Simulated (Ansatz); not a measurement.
Consider the ligand exchange at the Sn–C bond: `C[C](F)(Cl)[SnH3]` + H–F → `[F][SnH3]` + `CC(F)Cl`.

Calculated with Ansatz (gas phase, PBE0-D4/def2-TZVP geometries, no zero-point term in ΔE). CBS: MP2 limit from def2 TZ/QZ plus the TZ coupled-cluster correction, frozen cores. This one scheme is used for every species. DFT in def2-TZVPP. B3LYP here is the variant with VWN-RPA as its local correlation; programs differ in this. Elements past krypton have def2 core potentials. For Sn outer-core shells are correlated without core-valence functions, which leaves a few kJ/mol of doubt a bond.

`C[C](F)(Cl)[SnH3]`:

Cartesian coordinates in Å:
```
C -0.785 1.290 0.210
C -0.374 0.099 -0.609
F -1.506 -0.587 -0.985
Cl 0.427 0.659 -2.116
Sn 0.987 -1.306 0.381
H -1.457 1.928 -0.369
H 0.089 1.872 0.502
H -1.305 0.952 1.110
H 0.212 -1.878 1.792
H 2.406 -0.455 0.789
H 1.307 -2.573 -0.704
```

H–F:

```xyz
2

F     0.348   -0.060   -0.295
H    -0.348    0.060    0.295
```

`[F][SnH3]`:

Z-matrix (Å, degrees):
```
Sn
F 1 1.926
H 1 1.701 2 104.7
H 1 1.701 2 104.7 3 -120.0
H 1 1.701 2 104.7 3 120.0
```

`CC(F)Cl`:

Cartesian coordinates in Å:
```
C -0.616 -0.396 0.339
C 0.467 0.452 -0.257
F 0.126 0.826 -1.522
Cl 2.012 -0.436 -0.328
H -0.354 -0.682 1.357
H -1.548 0.175 0.357
H -0.758 -1.296 -0.260
H 0.671 1.358 0.315
```

```
             level  ΔE (kcal/mol)  difference from CCSD(T)/CBS
            PBE-D4          -21.0                         -0.5
         r2SCAN-D4          -23.6                         -3.1
           PBE0-D4          -21.4                         -0.9
          B3LYP-D4          -23.3                         -2.8
           ωB97X-V          -24.1                         -3.6
           ωB97M-V          -22.7                         -2.2
            B2PLYP          -24.5                         -4.0
               PBE          -23.1                         -2.6
            r2SCAN          -24.1                         -3.6
              PBE0          -23.3                         -2.8
             B3LYP          -26.6                         -6.1
     HF/def2-TZVPP          -31.0                        -10.5
    MP2/def2-TZVPP          -19.1                          1.4
SCS-MP2/def2-TZVPP          -21.9                         -1.4
   CCSD/def2-TZVPP          -21.7                         -1.2
CCSD(T)/def2-TZVPP          -20.3                          0.2
     HF/def2-QZVPP          -31.8                        -11.3
    MP2/def2-QZVPP          -19.5                          1.0
SCS-MP2/def2-QZVPP          -22.3                         -1.8
      HF/CBS(def2)          -31.9                        -11.4
     MP2/CBS(def2)          -19.3                          1.2
    CCSD/CBS(def2)          -21.9                         -1.4
       CCSD(T)/CBS          -20.5                            0
```

Largest T1 diagnostic among the species: 0.014.

In def2-TZVPP, CCSD(T) changes the Hartree–Fock value by +10.7 kcal/mol (the triples alone add +1.4 kcal/mol) and MP2 by +11.9 kcal/mol. The D4 term adds +3.4 kcal/mol with B3LYP and +1.8 kcal/mol with PBE0; it sums over pairs of atoms, weighted by their polarisabilities, and B3LYP, whose exchange is more repulsive, gets the larger term.
